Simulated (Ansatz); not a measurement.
Cost and result for the atomization energy of CH$_{4}$BrNOSi (`C=N[SiH](O)Br`) (9 atoms, 8 bonds).

Cartesian coordinates in Å:
```
C -1.518 0.572 -0.751
N -0.647 0.586 0.156
Si 0.815 -0.335 0.134
O 0.982 -1.136 1.540
Br 2.443 1.140 -0.163
H -2.426 1.177 -0.654
H -1.442 -0.023 -1.675
H 0.899 -1.349 -0.939
H 0.894 -0.633 2.352
```

Charge 0, multiplicity 1. Correlated methods include outer-core shells of Br, which these sets cover unevenly. Scalar relativity is left out up to krypton. The structure was optimised at the PBE0-D4/def2-TZVP level. It is one conformer, not always the lowest. Program: Ansatz. All runs use 4 threads of an Arm Neoverse V1 on a shared host. Times are those of one run each, without the atoms' runs, and a repeat can differ threefold. Electronic energies, without spin–orbit coupling; frozen cores. CCSD(T)/CBS adds CCSD(T) − MP2 in def2-TZVPP to the MP2 limit, and its time is that of the two runs behind it. T1 = 0.011. With those shells the extrapolation isn't a true limit. B3LYP takes the VWN-RPA correlation (the form of Gaussian; ORCA's B3LYP/G).

CCSD(T)/CBS is a level of theory with its own doubt, some kJ/mol a heavy atom from the limit and from the frozen cores, so smaller differences don't rank the functionals.

| level | functions | wall time |
| --- | --- | --- |
| PBE-D4/def2-TZVPP (with forces) | 239 | 2.5 s |
| PBE0-D4/def2-TZVPP | 239 | 3.4 s |
| r2SCAN-D4/def2-TZVPP (with forces) | 239 | 4.9 s |
| B3LYP-D4/def2-TZVPP (with forces) | 239 | 5.5 s |
| B2PLYP/def2-TZVPP | 239 | 6 s |
| ωB97X-V/def2-TZVPP | 239 | 8.5 s |
| ωB97M-V/def2-TZVPP (with forces) | 239 | 13 s |
| MP2/def2-QZVPP | 450 | 23 s |
| CCSD(T)/def2-TZVPP | 239 | 3.3 min |
| CCSD(T)/CBS(def2) | – | 3.6 min |

(1) What atomization energy does each give, and how far from CCSD(T)/CBS? (Estimate.)

## Answers

(1) Computed: 
```
                             level  atomization (kcal/mol)  difference from CCSD(T)/CBS  per bond
   PBE-D4/def2-TZVPP (with forces)                   822.0                         14.2       1.8
                PBE0-D4/def2-TZVPP                   802.0                         -5.8      -0.7
r2SCAN-D4/def2-TZVPP (with forces)                   804.9                         -2.9      -0.4
 B3LYP-D4/def2-TZVPP (with forces)                   803.5                         -4.3      -0.5
                 B2PLYP/def2-TZVPP                   795.6                        -12.2      -1.5
                ωB97X-V/def2-TZVPP                   807.1                         -0.7      -0.1
  ωB97M-V/def2-TZVPP (with forces)                   807.0                         -0.8      -0.1
                    MP2/def2-QZVPP                   817.1                          9.3       1.2
                CCSD(T)/def2-TZVPP                   779.8                        -28.0      -3.5
                 CCSD(T)/CBS(def2)                   807.8                          0.0       0.0
```

In def2-TZVPP, CCSD(T) changes the Hartree–Fock value by +219.7 kcal/mol (the triples alone add +15.0 kcal/mol) and MP2 by +240.3 kcal/mol; breaking electron pairs costs correlation energy, which Hartree–Fock lacks. The D4 term adds +8.6 kcal/mol with B3LYP and +4.5 kcal/mol with PBE0; it sums over pairs of atoms, weighted by their polarisabilities, and B3LYP, whose exchange is more repulsive, gets the larger term. From PBE to PBE0 (25 % exact exchange), in def2-TZVPP and without D4, the atomization energy moves by −19.2 kcal/mol: exact exchange takes away binding that semilocal exchange gives to molecules.
